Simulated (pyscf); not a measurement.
## `[O]=[CH][O][Bi]([OH])[OH]`, singlet

Gas-phase minimum from PySCF at ωB97X-D3(BJ)/def2-SVP, one conformer. 

```
O
C 1 1.2197
O 2 1.3028 1 125.17
H 2 1.1131 1 121.85 3 -179.91
Bi 3 2.1858 2 114.32 4 -179.98
O 5 2.0549 3 94.88 2 50.31
H 6 0.9704 5 108.50 3 -49.49
O 5 2.0550 6 100.17 7 46.31
H 8 0.9703 5 108.52 6 -46.26
```

Properties at ωB97X-D3(BJ)/def2-SVP:

```
Item                                                                                                                                                                                                                                 Value
---------------------------------------------------------------------------------------------------------------------  -------------------------------------------------------------------------------------------------------------------
Harmonic wavenumbers, unscaled                                                                                         120, 150, 157, 165, 219, 268, 420, 464, 547, 606, 621, 800, 874, 948, 1074, 1319, 1403, 1781, 3050, 3822, 3829 cm⁻¹
Zero-point energy                                                                                                                                                                                                            32.4 kcal/mol
Rotational symmetry number                                                                                                                                                                                                               1
Entropy of this conformer at 298 K and 1 atm, rigid rotor and harmonic oscillator, modes under 100 cm⁻¹ raised to 100                                                                                                      373.3 J/(mol K)
Dipole moment                                                                                                                                                                                                                       2.75 D
```

Single-point totals, which compare only within one level:

```json
[
 {"level": "ωB97X-D3(BJ)/def2-TZVP", "total energy (hartree)": "-555.78741"},
 {"level": "PBE/def2-TZVP", "total energy (hartree)": "-555.34377"},
 {"level": "r²SCAN/def2-TZVP", "total energy (hartree)": "-555.60215"},
 {"level": "B3LYP-D3(BJ)/def2-TZVP", "total energy (hartree)": "-555.75002"},
 {"level": "PBE0-D3(BJ)/def2-TZVP", "total energy (hartree)": "-555.30206"},
 {"level": "M06-2X/def2-TZVP", "total energy (hartree)": "-555.39615"},
 {"level": "ωB97M-D3(BJ)/def2-TZVP", "total energy (hartree)": "-555.75283"}
]
```

Soft torsions are taken as harmonic, which can shift the entropy by several J/(mol K). Elements past Kr carry the def2 core potentials, without spin-orbit coupling.
